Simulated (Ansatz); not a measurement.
Isolated molecules relaxed with PBE0-D4/def2-TZVP in Ansatz; ΔE leaves out vibrations. CCSD(T)/CBS adds triple-zeta CCSD(T) − MP2 to the extrapolated MP2 energy (def2 sets, frozen cores). This one scheme is used for every species. DFT in def2-TZVPP. def2 core potentials past Kr. For Te outer-core shells are correlated without core-valence functions, which leaves a few kJ/mol of doubt a bond. One conformer a species, not always the lowest.

Consider the substitution at a C–C bond: `C#CC(=O)S` + H₂Te → `O=C(S)[TeH]` + `C#C`.

`C#CC(=O)S`:

Cartesian coordinates in Å:
```
C 1.263 0.878 -1.295
C 0.501 0.227 -0.635
C -0.415 -0.544 0.171
O -0.852 -1.616 -0.149
S -0.810 0.293 1.685
H 1.940 1.447 -1.890
H -1.627 -0.686 2.113
```

H₂Te:

```xyz
3

Te    0.168   -0.500   -0.571
H    -0.723    0.892   -0.464
H     0.555   -0.392    1.035
```

`O=C(S)[TeH]`:

Cartesian coordinates in Å:
```
O -1.619 -0.091 -0.513
C -0.506 -0.266 -0.137
S 0.096 -1.899 0.222
Te 0.912 1.337 0.158
H 1.335 -1.529 0.585
H -0.218 2.449 -0.315
```

`C#C`:

```xyz
4

C    -0.243   -0.005   -0.547
C     0.243    0.005    0.547
H    -0.676   -0.013   -1.520
H     0.676    0.013    1.520
```

| level | ΔE (kJ/mol) |
| --- | --- |
| PBE-D4 | -3.2 |
| r2SCANh-D4 | -0.5 |
| BHLYP-D4 | 1.6 |
| ωB97M-V | 1.1 |
| r2SCAN0 | 2.5 |
| BHLYP | 7.6 |
| RPA@PBE/def2-TZVPP | -1.8 |
| HF/def2-SVP | 34.1 |

**Question.** What does CCSD(T)/CBS give? (Estimate.)

**Answer.** The calculation gave: -9.3 kJ/mol. The listed levels differ from it by 6.1, 8.8, 10.9, 10.4, 11.8, 16.9, 7.5, 43.4 kJ/mol.

Largest T1 diagnostic among the species: 0.017.

At CCSD(T), def2-SVP lies +33.5 kJ/mol from the extrapolated value and def2-TZVPP +9.1 kJ/mol. Leaving LDA and LC-ωPBE aside and taking each functional with its dispersion term where it has one, the values, not all of them listed here, spread over 15.3 kJ/mol, from BLYP-D4 to B97M-V. LDA lies +8.1 kJ/mol from PBE without D4. From PBE to PBE0 (25 % exact exchange), in def2-TZVPP and without D4, ΔE moves by +5.0 kJ/mol.
